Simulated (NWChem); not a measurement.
C$_{2}$H$_{4}$FNSi; SMILES F[Si@H]1C=NC1

```xyz
9

F      0.0283    -1.9435    -0.4312
Si     0.0321    -0.5444     0.3982
C      1.0939     0.9077    -0.1123
N      0.0978     1.7151    -0.2291
C     -1.1177     0.8743    -0.0979
H      0.0893    -0.9279     1.8392
H      2.1289     1.2621    -0.2092
H     -1.8433     1.2966     0.6154
H     -1.6206     0.7839    -1.0736
```
Atoms are numbered in this order, from 1.

Results from NWChem. Structure relaxed at the PBE0/def2-SVP level. Level PBE/def2-SVP: energy and gradient on several grids; changes count from the extra-fine grid, which is no exact limit either.

| grid | size of the energy change (μHa) | largest change of a gradient component (μHa/bohr) | time, medium = 1 (rough) |
|---|---|---|---|
| xcoarse | 3000 | 4000 | about 1 |
| coarse | 80 | 400 | about 1 |
| medium | < 10 | 80 | about 1 |
| fine | < 10 | < 30 | about 1 |
| xfine | < 10 | < 30 | 2 |
